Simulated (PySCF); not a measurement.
Calculation: PBE-D3(BJ)/def2-TZVP // B3LYP-D3(BJ)/def2-TZVP in PySCF. Gas-phase values, no solvent. 

Reference species (SMILES): `F[C](F)[SiH3]` (neutral, multiplicity 2).

```json
{
  "dipole_moment": "1.26 D",
  "highest_occupied_spin_orbital": "-4.70 eV"
}
```

Changed species: `[C](C)(F)F` (radical fragment; the reference has radical fragment).

### Question
Predict the effect on the dipole moment and highest occupied spin orbital.

### Answer
the dipole moment rises by 0.62 D, to 1.88 D; the highest occupied spin orbital drops by 0.08 eV, to -4.78 eV.
